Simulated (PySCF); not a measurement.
CCl₂F (SMILES F[C](Cl)Cl), doublet, at a GFN2-xTB geometry; CCSD(T)/6-31G (PySCF).

PySCF was given this input:
```python
from pyscf import gto, scf, cc

mol = gto.M(
    atom='''
F    -0.043186    1.608710   -0.072319
C    -0.016352    0.319644    0.304944
Cl    1.478011   -0.441349    0.000952
Cl   -1.449376   -0.523137   -0.070293
''',
    basis='6-31g',
    charge=0,
    spin=1,
    verbose=4,
)

mf = scf.UHF(mol)
mf.kernel()

mycc = cc.CCSD(mf, frozen=13)
mycc.kernel()
et = mycc.ccsd_t()
print('E(CCSD(T)) = %.10f' % (mycc.e_tot + et))
```

It wrote (shortened):

```
PySCF version 2.14.0

[INPUT] verbose = 4
[INPUT] num. atoms = 4
[INPUT] num. electrons = 49
[INPUT] charge = 0
[INPUT] spin (= nelec alpha-beta = 2S) = 1
[INPUT] symmetry False subgroup None
[INPUT] Mole.unit = angstrom
[INPUT] Symbol           X                Y                Z      unit          X                Y                Z       unit  Magmom
[INPUT]  1 F     -0.043186000000   1.608710000000  -0.072319000000 AA   -0.081609712415   3.040021313849  -0.136663103602 Bohr   0.0
[INPUT]  2 C     -0.016352000000   0.319644000000   0.304944000000 AA   -0.030900801589   0.604039617360   0.576260643329 Bohr   0.0
[INPUT]  3 Cl     1.478011000000  -0.441349000000   0.000952000000 AA    2.793035999095  -0.834028735351   0.001799019271 Bohr   0.0
[INPUT]  4 Cl    -1.449376000000  -0.523137000000  -0.070293000000 AA   -2.738923691518  -0.988585655627  -0.132834518474 Bohr   0.0

nuclear repulsion = 200.22361289463
number of shells = 24
number of NR pGTOs = 136
number of NR cGTOs = 44
basis = 6-31g
ecp = {}

******** <class 'pyscf.scf.uhf.UHF'> ********
method = UHF
initial guess = minao
damping factor = 0
level_shift factor = 0
DIIS = <class 'pyscf.scf.diis.CDIIS'>
diis_start_cycle = 1
diis_space = 8
diis_damp = 0
SCF conv_tol = 1e-09
SCF conv_tol_grad = None
SCF max_cycles = 50
direct_scf = True
direct_scf_tol = 1e-13
number electrons alpha = 25  beta = 24
Set gradient conv threshold to 3.16228e-05
init E= -1056.76118118308

cycle= 1 E= -1055.92852992602  delta_E= 0.833  |g|= 0.482  |ddm|= 1.88
cycle= 2 E= -1056.03918701864  delta_E= -0.111  |g|= 0.312  |ddm|= 1.05
cycle= 3 E= -1056.08630762383  delta_E= -0.0471  |g|= 0.0478  |ddm|= 0.289
cycle= 4 E= -1056.09040559099  delta_E= -0.0041  |g|= 0.0253  |ddm|= 0.164
cycle= 5 E= -1056.09175083762  delta_E= -0.00135  |g|= 0.0138  |ddm|= 0.0993
cycle= 6 E= -1056.09225454566  delta_E= -0.000504  |g|= 0.00734  |ddm|= 0.0634
cycle= 7 E= -1056.09242625289  delta_E= -0.000172  |g|= 0.00273  |ddm|= 0.0462
cycle= 8 E= -1056.09244724278  delta_E= -2.1e-05  |g|= 0.000776  |ddm|= 0.0182
cycle= 9 E= -1056.09244863201  delta_E= -1.39e-06  |g|= 0.000214  |ddm|= 0.00343
cycle= 10 E= -1056.09244874465  delta_E= -1.13e-07  |g|= 6.26e-05  |ddm|= 0.00107
cycle= 11 E= -1056.0924487549  delta_E= -1.02e-08  |g|= 2.06e-05  |ddm|= 0.000373
cycle= 12 E= -1056.09244875578  delta_E= -8.81e-10  |g|= 7.72e-06  |ddm|= 0.000103
Extra cycle  E= -1056.09244875586  delta_E= -7.46e-11  |g|= 4.2e-06  |ddm|= 1.8e-05
converged SCF energy = -1056.09244875586  <S^2> = 0.76115826  2S+1 = 2.0111273

******** <class 'pyscf.cc.uccsd.UCCSD'> ********
CC2 = 0
CCSD nocc = (np.int64(12), np.int64(11)), nmo = (31, 31)
frozen orbitals 13
max_cycle = 50
direct = 0
conv_tol = 1e-07
conv_tol_normt = 1e-06
diis_space = 6
diis_start_cycle = 0
diis_start_energy_diff = 1e+09
Init t2, MP2 energy = -0.238097935523392
Init E_corr(UCCSD) = -0.238097935540903
cycle = 1  E_corr(UCCSD) = -0.246044985672951  dE = -0.00794705013  norm(t1,t2) = 0.0808738
cycle = 2  E_corr(UCCSD) = -0.253868135777451  dE = -0.0078231501  norm(t1,t2) = 0.0249161
cycle = 3  E_corr(UCCSD) = -0.255084285870583  dE = -0.00121615009  norm(t1,t2) = 0.01429
cycle = 4  E_corr(UCCSD) = -0.25682603830828  dE = -0.00174175244  norm(t1,t2) = 0.00652741
cycle = 5  E_corr(UCCSD) = -0.25673542485491  dE = 9.06134534e-05  norm(t1,t2) = 0.00191173
cycle = 6  E_corr(UCCSD) = -0.256703219435039  dE = 3.22054199e-05  norm(t1,t2) = 0.00063515
cycle = 7  E_corr(UCCSD) = -0.256713712795394  dE = -1.04933604e-05  norm(t1,t2) = 0.000263827
cycle = 8  E_corr(UCCSD) = -0.256714835093732  dE = -1.12229834e-06  norm(t1,t2) = 0.000110742
cycle = 9  E_corr(UCCSD) = -0.256714378106511  dE = 4.56987221e-07  norm(t1,t2) = 5.62091e-05
cycle = 10  E_corr(UCCSD) = -0.256714251416774  dE = 1.26689737e-07  norm(t1,t2) = 1.95621e-05
cycle = 11  E_corr(UCCSD) = -0.256714129347354  dE = 1.2206942e-07  norm(t1,t2) = 9.11548e-06
cycle = 12  E_corr(UCCSD) = -0.256713987141702  dE = 1.42205652e-07  norm(t1,t2) = 4.02614e-06
cycle = 13  E_corr(UCCSD) = -0.256713934825468  dE = 5.23162336e-08  norm(t1,t2) = 1.67532e-06
cycle = 14  E_corr(UCCSD) = -0.256713894894788  dE = 3.99306804e-08  norm(t1,t2) = 8.04902e-07
UCCSD converged
E(UCCSD) = -1056.34916265075  E_corr = -0.2567138948947879
UCCSD(T) correction = -0.00667024300767107
E(CCSD(T)) = -1056.3558328938
```
